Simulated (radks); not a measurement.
Problem. Excited configurations of Te I: one electron is placed in a higher orbital outside [Kr] 4d10 5s2 5p3. The ground configuration is [Kr] 4d10 5s2 5p4. All-electron calculation, Dirac Kohn-Sham, PBE, spin-unpolarised, spherical densities, point nucleus; open shells fill j = l - 1/2 first. Program: a radial shooting solver on a logarithmic mesh with Libxc functionals. Excitation = E - E(ground); binding = E(ion) - E, where the ion is the core of charge +1; n* = 1/sqrt(2 binding) in atomic units, and the quantum defect is n - n*.

outer orbital  excitation (eV)  binding (eV)     n*  quantum defect  eigenvalue (eV)  <r> (bohr)
4f5/2                    8.437         0.915  3.856           0.144           -0.432       17.18
6d3/2                    8.126         1.226  3.332           2.668           -0.658       15.03
6f5/2                    8.891         0.460  5.436           0.564           -0.287       43.37
7s1/2                    7.711         1.641  2.879           4.121           -0.997       13.35
7d3/2                    8.573         0.779  4.180           2.820           -0.473       25.83
7f5/2                    9.003         0.348  6.249           0.751           -0.229       61.06

Estimate the row for 5d3/2.

Solution. excitation (eV) 7.360; binding (eV) 1.992; n* 2.613; quantum defect 2.387; eigenvalue (eV) -0.636; <r> (bohr) 7.596. The Delta-SCF ionisation energy is 9.352 eV (NIST Atomic Spectra Database: 9.010 eV, measured). Self-interaction in the functional shifts the binding energies and quantum defects, so they are the method's values and not measured ones. Spin polarisation and multiplet splitting are left out, so open shells lie too high by an amount that depends on their filling.

Beside tabulated values, note that spin-unpolarised runs miss the spin-polarisation part of the exchange energy of open shells.
